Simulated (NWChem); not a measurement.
System: Si₂H₄OF₂; SMILES O[Si@@H](F)[SiH2]F

Output (shortened):

```
             Northwest Computational Chemistry Package (NWChem) 7.3.0
             --------------------------------------------------------

                             Geometry "geometry" -> ""
                             -------------------------

 Output coordinates in angstroms (scale by  1.889725989 to convert to a.u.)

  No.       Tag          Charge          X              Y              Z
 ---- ---------------- ---------- -------------- -------------- --------------
    1 O                    8.0000    -1.14245200    -1.72066600    -0.33480300
    2 Si                  14.0000     0.03594100    -0.83181800     0.41187300
    3 F                    9.0000     1.50677100    -1.40727000     0.01602300
    4 Si                  14.0000    -0.21894300     1.31965200    -0.47400100
    5 F                    9.0000     0.83292900     2.31672200     0.27699200
    6 H                    1.0000    -1.28900000    -2.62842800    -0.05081700
    7 H                    1.0000    -0.04788700    -0.93828300     1.89751600
    8 H                    1.0000     0.07331000     1.33589900    -1.93618300
    9 H                    1.0000    -1.59763800     1.83477300    -0.22937100

 Effective nuclear repulsion energy (a.u.)     303.2281222572

                                 NWChem DFT Module
                                 -----------------

 Summary of "ao basis" -> "ao basis" (spherical)
 ------------------------------------------------------------------------------
       Tag                 Description            Shells   Functions and Types
 ---------------- ------------------------------  ------  ---------------------
 O                          def2-svp                 6       14   3s2p1d
 Si                         def2-svp                 8       18   4s3p1d
 F                          def2-svp                 6       14   3s2p1d
 H                          def2-svp                 3        5   2s1p

 in cosmo_initialize ...
 calling solv_data for solv:h2o

 solvent parameters
 solvname_short: h2o
 solvname_long:  water
 dielec:       78.4000
 dielecinf:     1.7769
 aqueous SMD model solvent descriptors
 dielec:       78.4000
 sola:          0.8200

          ---------------
          -cosmo- solvent
          ---------------
 Cosmo: York-Karplus, doi: 10.1021/jp992097l
 dielectric constant -eps-     =  78.40
 screen = (eps-1)/(eps    )    =   0.98724
 surface charge correction     = lagrangian

   van der Waals surface
 --------------------------

[...]

                                COSMO-SMD solvation results
                                ---------------------------

             internal energy in gas <Psi(g)|H|Psi(g)> =      -855.530016170630
         internal energy in solvent <Psi(s)|H|Psi(s)> =      -855.528678365393
                               delta internal energy  =         0.001337805238 (    0.84 kcal/mol)
   total free energy in solvent <Psi(s)|H+V/2|Psi(s)> =      -855.541925474632
 polarization energy contribution <Psi(s)|V/2|Psi(s)> =        -0.013247109239 (   -8.31 kcal/mol)
    total free energy in solvent including G(SMD-CDS) =      -855.535660534468
                       G(SMD-CDS) energy contribution =         0.006264940164 (    3.93 kcal/mol)
     1 M fixed-concentration free energy of solvation =        -0.005644363838 (   -3.54 kcal/mol)

                       DFT Final Molecular Orbital Analysis
                       ------------------------------------

 Vector   27  Occ=2.000000D+00  E=-3.573619D-01
              MO Center= -6.6D-01, -1.2D-01, -2.2D-01, r^2= 4.6D+00
   Bfn.  Coefficient  Atom+Function         Bfn.  Coefficient  Atom+Function
  ----- ------------  ---------------      ----- ------------  ---------------
     6      0.349339  1 O  pz                 9      0.259946  1 O  pz
    94      0.238879  9 H  s                 95      0.174580  9 H  s
     4     -0.157095  1 O  px                89     -0.155045  8 H  s
    54     -0.144867  4 Si px                68     -0.142290  5 F  px
    84     -0.136948  7 H  s                 85     -0.135560  7 H  s

 Vector   28  Occ=2.000000D+00  E=-3.523886D-01
              MO Center= -6.0D-01,  2.2D-01, -5.8D-01, r^2= 4.6D+00
   Bfn.  Coefficient  Atom+Function         Bfn.  Coefficient  Atom+Function
  ----- ------------  ---------------      ----- ------------  ---------------
     6      0.280247  1 O  pz                89      0.260494  8 H  s
     4     -0.237573  1 O  px                94     -0.220248  9 H  s
     9      0.213314  1 O  pz                 7     -0.182291  1 O  px
    56     -0.163363  4 Si pz                70     -0.162947  5 F  pz
    90      0.154148  8 H  s                  5      0.135789  1 O  py

 Vector   29  Occ=2.000000D+00  E=-3.025075D-01
              MO Center= -8.1D-02,  1.5D-01,  1.4D-01, r^2= 3.6D+00
   Bfn.  Coefficient  Atom+Function         Bfn.  Coefficient  Atom+Function
  ----- ------------  ---------------      ----- ------------  ---------------
    55      0.240606  4 Si py                84      0.238252  7 H  s
    23     -0.216494  2 Si py                85      0.186256  7 H  s
    24      0.178377  2 Si pz                17     -0.165709  2 Si s
    69      0.164240  5 F  py                58      0.161670  4 Si py
    37     -0.141869  3 F  py                89      0.141882  8 H  s

 Vector   30  Occ=0.000000D+00  E=-1.816899D-02
              MO Center= -1.7D-01,  5.4D-01, -1.7D-01, r^2= 4.1D+00
   Bfn.  Coefficient  Atom+Function         Bfn.  Coefficient  Atom+Function
  ----- ------------  ---------------      ----- ------------  ---------------
    58      0.558562  4 Si py                57      0.456471  4 Si px
    26      0.360657  2 Si py                 3      0.325424  1 O  s
    67     -0.324045  5 F  s                 59      0.309823  4 Si pz
    18      0.285005  2 Si s                 25      0.283751  2 Si px
    50     -0.267010  4 Si s                 90      0.219071  8 H  s

[...]
```

Level: PBE0/def2-SVP, SMD on the gas-phase geometry. The geometry was optimised at PBE0/def2-SVP. Solvent: water.

### Question
Write an input that gives this output.

### Answer
One answer among several that fit: the input that was run:
```
start job
memory heap 200 mb stack 900 mb global 1100 mb
geometry units angstroms noautosym nocenter noautoz
  O     -1.142452    -1.720666    -0.334803
  Si     0.035941    -0.831818     0.411873
  F      1.506771    -1.407270     0.016023
  Si    -0.218943     1.319652    -0.474001
  F      0.832929     2.316722     0.276992
  H     -1.289000    -2.628428    -0.050817
  H     -0.047887    -0.938283     1.897516
  H      0.073310     1.335899    -1.936183
  H     -1.597638     1.834773    -0.229371
end
basis spherical
  * library def2-svp
end
dft
  xc pbe0
  iterations 150
end
cosmo
  do_cosmo_smd true
  solvent water
end
task dft energy
```
